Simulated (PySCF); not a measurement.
C2H4BF3, SMILES FCB(F)CF.

Coordinates come from a B3LYP-D3(BJ)/def2-SVP optimisation. The structure was generated by enumeration, and PubChem lists no compound with its InChIKey, so it may never have been made. Other conformers were not sampled.

The numbers are results of CAM-B3LYP/def2-TZVP run with PySCF, not measurements.

The molecule is in vacuum.

```yaml
total_energy: -403.09140 hartree
point_group: Cs
highest_occupied_level: -10.26 eV
lowest_empty_level: 0.44 eV
orbital_gap: 10.71 eV
dipole_moment: 1.75 D
quadrupole, principal values (traceless, Buckingham form, about the centre of nuclear charge): -10.75, 3.64, 7.11 D·Å
mean_static_polarisability: 38.0 bohr³ (5.63 Å³)
polarisability_principal_values: 32.8, 39.1, 42.2 bohr³
```
